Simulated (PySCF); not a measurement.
Ligand exchange on a metal centre used in film growth or etching (Cd OH-Br). Gas-phase values, no solvent. One relaxed conformer stands for each flexible species; it need not be the lowest.

The HOMO–LUMO gap from two functionals at the same geometries (r2SCAN-D4/def2-SVP), both in PySCF: PBE-D3(BJ)/def2-TZVP and B3LYP-D3(BJ)/def2-TZVP. B3LYP has the VWN-RPA correlation part, as in Gaussian. 

```tsv
species	B3LYP-D3(BJ)/def2-TZVP (eV)
0 of 2 OH replaced by Br	6.01
1 of 2 OH replaced by Br ([Cd(OH)(Br)])	5.67
2 of 2 OH replaced by Br ([Cd(Br)2])	5.50
```

Question: What does PBE-D3(BJ)/def2-TZVP give for each?

Answer: 
- 0 of 2 OH replaced by Br: 4.09
- 1 of 2 OH replaced by Br ([Cd(OH)(Br)]): 3.91
- 2 of 2 OH replaced by Br ([Cd(Br)2]): 3.99
Over these rows, drawn at random from the members with no instability flagged (it was tested for open shells, ions and some series alone), PBE minus B3LYP-D3(BJ): mean -1.73 eV, from -1.91 eV to -1.52 eV.
